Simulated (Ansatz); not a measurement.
`[OH][Zr]([OH])([OH])[Cl]` + `[OH][Ga]([SH])[Cl]` → `[OH][Zr]([OH])([SH])[Cl]` + `[OH][Ga]([OH])[Cl]`  (redistribution)

Isolated molecules relaxed with PBE0-D4/def2-TZVP in Ansatz; ΔE leaves out vibrations. CCSD(T)/CBS adds triple-zeta CCSD(T) − MP2 to the extrapolated MP2 energy (def2 sets, frozen cores). Functionals use def2-TZVPP. B3LYP here is the variant with VWN-RPA as its local correlation; programs differ in this. Elements past krypton have def2 core potentials. For Ga, Zr outer-core shells are correlated without core-valence functions, which leaves a few kJ/mol of doubt a bond. Scalar relativity is left out up to krypton. One conformer a species, not always the lowest.

`[OH][Zr]([OH])([OH])[Cl]`:

Cartesian coordinates in Å:
```
O -0.128 1.085 1.472
Zr 0.052 0.222 -0.225
O 1.534 -0.986 -0.189
O -1.553 -0.726 -0.650
Cl 0.441 1.873 -1.895
H -0.441 1.420 2.307
H 2.296 -1.503 0.056
H -2.201 -1.385 -0.876
```

`[OH][Ga]([SH])[Cl]`:

Z-matrix (Å, degrees):
```
Ga
S 1 2.174
Cl 1 2.139 2 121.6
O 1 1.770 2 119.7 3 180.0
H 2 1.344 1 92.1 3 -0.0
H 4 0.960 1 113.2 2 180.0
```

`[OH][Zr]([OH])([SH])[Cl]`:

```xyz
8

O     0.738   -0.036    1.548
Zr    0.157   -0.139   -0.258
O    -1.047   -1.561   -0.609
S    -1.084    1.913   -0.780
Cl    2.065   -0.335   -1.641
H     0.959   -0.152    2.467
H    -1.580   -2.350   -0.647
H    -0.209    2.661   -0.080
```

`[OH][Ga]([OH])[Cl]`:

Z-matrix (Å, degrees):
```
Ga
O 1 1.766
Cl 1 2.121 2 119.0
O 1 1.772 2 119.7 3 180.0
H 2 0.961 1 112.5 3 -180.0
H 4 0.960 1 113.7 2 180.0
```

| level | ΔE (kcal/mol) | difference from CCSD(T)/CBS |
| --- | --- | --- |
| r2SCAN-D4 | 16.1 | 0.0 |
| PBE0-D4 | 16.6 | 0.5 |
| B3LYP-D4 | 17.1 | 1.0 |
| B2PLYP | 16.0 | -0.1 |
| r2SCAN | 16.1 | 0.0 |
| B3LYP | 17.0 | 0.9 |
| HF/def2-TZVPP | 17.7 | 1.6 |
| HF/def2-QZVPP | 17.4 | 1.3 |
| SCS-MP2/def2-QZVPP | 15.5 | -0.6 |
| HF/CBS(def2) | 17.3 | 1.2 |
| CCSD(T)/CBS | 16.1 | 0 |

Largest T1 diagnostic among the species: 0.017.

In def2-TZVPP, CCSD(T) changes the Hartree–Fock value by −2.7 kcal/mol (the triples alone add −0.8 kcal/mol) and MP2 by −2.9 kcal/mol.
